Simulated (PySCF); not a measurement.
Calculated NMR parameters of O=C=C(Cl)[SiH2]C[SiH3]

| Quantity | Value |
| --- | --- |
| Formula | C3H7ClOSi2 |
| SMILES | O=C=C(Cl)[SiH2]C[SiH3] |
| Point group of the computed structure | C1 |
| Degrees of unsaturation | 2 |
| Carbon signals | 3 |
| Proton signals | 3 |

Molfile (atoms numbered from 1):
```
C3H7ClOSi2
     RDKit          3D

 14 13  0  0  0  0  0  0  0  0999 V2000
   -1.4491    2.3807    0.6512 O   0  0  0  0  0  0  0  0  0  0  0  0
   -1.7950    1.2746    0.5213 C   0  0  0  0  0  0  0  0  0  0  0  0
   -2.0078    0.0243    0.2958 C   0  0  0  0  0  0  0  0  0  0  0  0
   -3.4676   -0.8048    0.7572 Cl  0  0  0  0  0  0  0  0  0  0  0  0
   -0.7302   -1.0485   -0.6140 Si  0  0  0  0  0  4  0  0  0  0  0  0
    0.8476   -0.0387   -0.8803 C   0  0  0  0  0  0  0  0  0  0  0  0
    1.8955    0.3178    0.6727 Si  0  0  0  0  0  4  0  0  0  0  0  0
   -0.5140   -2.2256    0.2312 H   0  0  0  0  0  0  0  0  0  0  0  0
   -1.3559   -1.4433   -1.8833 H   0  0  0  0  0  0  0  0  0  0  0  0
    1.4709   -0.5629   -1.6040 H   0  0  0  0  0  0  0  0  0  0  0  0
    0.5863    0.9133   -1.3428 H   0  0  0  0  0  0  0  0  0  0  0  0
    3.0541    1.1217    0.2741 H   0  0  0  0  0  0  0  0  0  0  0  0
    1.0997    1.0407    1.6616 H   0  0  0  0  0  0  0  0  0  0  0  0
    2.3649   -0.9498    1.2371 H   0  0  0  0  0  0  0  0  0  0  0  0
  1  2  2  0
  2  3  2  0
  3  4  1  0
  3  5  1  0
  5  6  1  0
  6  7  1  0
  5  8  1  0
  5  9  1  0
  6 10  1  0
  6 11  1  0
  7 12  1  0
  7 13  1  0
  7 14  1  0
M  END
```

A single conformation, non-relativistic, equivalent nuclei averaged, no solvent. σ from GIAO-PBE0/pcSseg-1; GFN2-xTB structure; PySCF 2.14.

Shifts are taken against calculated references (same method and geometry level): TMS for $^{1}$H (σ = 31.72 ppm), $^{13}$C (σ = 186.93 ppm), $^{29}$Si (σ = 349.16 ppm); H2O for $^{17}$O (σ = 336.08 ppm).

| carbon | δC, type | δH (multiplicity) | HMBC from (2–3 bonds) | span of the C tensor (ppm) |
| --- | --- | --- | --- | --- |
| C2 | 195.3, C | – | H8/H9 | 222 |
| C3 | 30.5, C | – | H8/H9, H10/H11 | 98 |
| C6 | -14.1, CH2 | -0.15 (m) | H8/H9, H12/H13/H14 | 19 |

Other nuclei:
```json
{"atoms": "H8/H9", "nucleus": "$^{1}$H", "environment": "hydrogen on a silicon bonded to 2 C", "δ (ppm)": "4.85", "σ (ppm)": "26.86"}
{"atoms": "H12/H13/H14", "nucleus": "$^{1}$H", "environment": "hydrogen on a silicon bonded to C", "δ (ppm)": "4.01", "σ (ppm)": "27.71"}
{"atoms": "Si5", "nucleus": "$^{29}$Si", "environment": "silicon bonded to 2 C, 2 H", "δ (ppm)": "-33.2", "σ (ppm)": "382.4"}
{"atoms": "Si7", "nucleus": "$^{29}$Si", "environment": "silicon bonded to C, 3 H", "δ (ppm)": "-73.5", "σ (ppm)": "422.6"}
{"atoms": "O1", "nucleus": "$^{17}$O", "environment": "carbonyl oxygen", "δ (ppm)": "382.8", "σ (ppm)": "-46.7"}
```

- Carbon types of the structure: 2 × C, 1 × CH2, leaving 5 H on heteroatoms.
- δC 195.3: central carbon of a ketene.
- δC 30.5: terminal carbon of a ketene.
- δC -14.1: sp3 CH2 bonded to 2 Si; an electropositive neighbour leaves it electron-rich and shielded.
- δH 4.01: hydrogen on a silicon bonded to C.
- δH -0.15: hydrogen on an sp3 CH2 bonded to 2 Si; an electropositive neighbour shields it, as in TMS itself.

Carbons that carry Cl, above all several Cl atoms, come out too deshielded, partly because spin–orbit coupling is missing. Shifts are as computed. Against solution values, carbons near 30 ppm lie about +3 ppm off and those near 130 ppm about +5 ppm; carbons on Cl a further +6 ppm. Of 1211 compounds with measured shifts, 218 miss one by over three times the rms of a fit or turn the order of signals round; such compounds aren't used in these exercises. Unscaled 17O shifts of doubly bonded oxygen tend to come out too high, by tens of ppm or more. Experimental scales use liquid or dissolved standards, which lie at an offset from isolated H2O (liquid H2O: subtract about 36 ppm). No couplings were computed; multiplicities are counted from neighbouring protons, with m where these are inequivalent, close in shift, in a saturated or five-membered ring or joined by F or P, and br s for small geminal =CH2 splittings.
